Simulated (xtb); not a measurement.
C2H5OS (SMILES [CH2]S(C)=O), doublet, at a GFN2-xTB geometry, atoms displaced at random by about 0.05 Å a coordinate. Base run: GFN1-xTB (xtb).

xtb was given this input:
```
$ xtb mol.xyz --gfn 1 --uhf 1 --opt --json

# file mol.xyz
9

C      1.22803201    -0.56429480     0.89117549
S      0.23366151    -0.06556515    -0.48925281
C     -1.42490630    -0.57287951     0.34957921
O      0.15609177     1.35558549    -0.59237087
H      1.28758707    -1.58637035     1.08932518
H      1.97307887     0.14310345     1.09970251
H     -1.59354510     0.22587150     1.21246527
H     -1.52539837    -1.45928872     0.59679118
H     -2.29715523    -0.19756076    -0.35359809
```

Each row names what was changed in the base input (with any setting that the change needs).

```
change               ΔE vs base (mEh)  optimiser steps
-------------------  ----------------  ---------------
base                            0.000                9
alpb = acetone                -11.336               10
opt level = loose               0.012                6
alpb = dmso                   -14.063               10
opt level = lax                 0.006                7
engine = lbfgs                  0.002                -
opt level = extreme            -0.004               18
opt level = sloppy              0.012                6
opt level = vtight             -0.004               14
opt level = tight              -0.003               12
```
